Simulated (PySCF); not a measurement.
Stretching SnI

Set-up: PySCF, scalar-relativistic core potentials, basis sets Sn def2-SVP with ECP28, I def2-SVP with ECP28. Energies in eV from Sn + I in their ground configurations at the same level. State: ²Π (doublet), unpaired electrons π ↑.

All columns are LC-ωPBE. A positive dipole means Sn(−)I(+).

| R (Å) | E (eV) | μ (D) | Mulliken charge on Sn (basis-dependent) | HOMO (eV) | LUMO (eV) | Mayer bond order | ⟨S²⟩ |
| --- | --- | --- | --- | --- | --- | --- | --- |
| 2.357 | -1.816 | -0.30 | 0.10 | -6.82 | -0.76 | 1.32 | 0.76 |
| 2.467 | -2.364 | -1.04 | 0.17 | -7.01 | -0.92 | 1.24 | 0.76 |
| 2.576 | -2.642 | -1.79 | 0.23 | -7.19 | -1.07 | 1.17 | 0.76 |
| 2.659 | -2.725 | -2.35 | 0.27 | -7.33 | -1.18 | 1.12 | 0.76 |
| 2.741 | -2.732 | -2.90 | 0.31 | -7.47 | -1.29 | 1.07 | 0.76 |
| 2.823 | -2.681 | -3.45 | 0.34 | -7.60 | -1.39 | 1.03 | 0.76 |
| 2.933 | -2.550 | -4.17 | 0.38 | -7.76 | -1.53 | 0.98 | 0.76 |
| 3.070 | -2.321 | -5.04 | 0.41 | -7.96 | -1.69 | 0.93 | 0.76 |
| 3.234 | -1.998 | -6.04 | 0.45 | -8.17 | -1.88 | 0.87 | 0.76 |
| 3.454 | -1.542 | -7.27 | 0.48 | -8.36 | -2.11 | 0.81 | 0.77 |

A fit through these points gives, at Re = 2.707 Å, μ = -2.67 D and dμ/dR = -6.73 D/Å; the reduced mass is 61.65 u.

Q: How strong is the fundamental in the double-harmonic approximation, I = 42.26·(dμ/dR)²/μred km/mol?

A: I = 42.26·(-6.73)²/61.65 = 31.0 km/mol at LC-ωPBE.

These are scalar-relativistic numbers at best; spin–orbit coupling would shift them, the dissociation energy most. The state was picked by a PBE0 search and need not be the measured ground state.
